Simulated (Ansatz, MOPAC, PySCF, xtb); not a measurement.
Dimer: H2O (SMILES O) (first 3 atoms) with C4H6 (SMILES C=CC=C); geometry from B3LYP-D3(BJ)/def2-TZVP, rigid monomers moved along the line of their centres of mass till H2···C5 is 3.73 Å.
(charge 0, multiplicity 1):
```csv
atom,x (Å),y (Å),z (Å)
O,0.0111,-0.4871,-0.1496
H,-0.7246,-0.5760,0.4670
H,0.7359,-0.1796,0.4067
C,-1.7047,-0.4639,4.1808
C,-0.7428,0.4524,4.0507
C,0.6777,0.1553,4.1213
C,1.6401,1.0603,3.9314
H,-1.4690,-1.5060,4.3628
H,-2.7518,-0.2008,4.1171
H,-1.0111,1.4890,3.8676
H,0.9457,-0.8765,4.3306
H,2.6873,0.7961,3.9885
H,1.4047,2.0970,3.7199
```

Interaction energies are E(AB) − E(A) − E(B) at the monomers' geometry in the complex; basis-set methods are counterpoise corrected.

The state that PM7 reach isn't checked; PM7 holds dispersion and hydrogen-bond terms.

The values were computed with Ansatz (Gaussian orbitals); MOPAC for PM7 (differences of heats of formation); PySCF for the dispersion terms; xtb for the GFN methods. Each number belongs to the level named beside it.

**Question.** One of these levels gives -0.51 kcal/mol for the interaction energy. Which one is it?
A) PBE-D3(BJ)/def2-TZVPPD
B) GFN1-xTB
C) PM7

**Answer.** B, GFN1-xTB. The others give -1.26 (PM7), -1.67 (PBE-D3(BJ)/def2-TZVPPD)

Ansatz is a quantum-chemistry and plane-wave program.
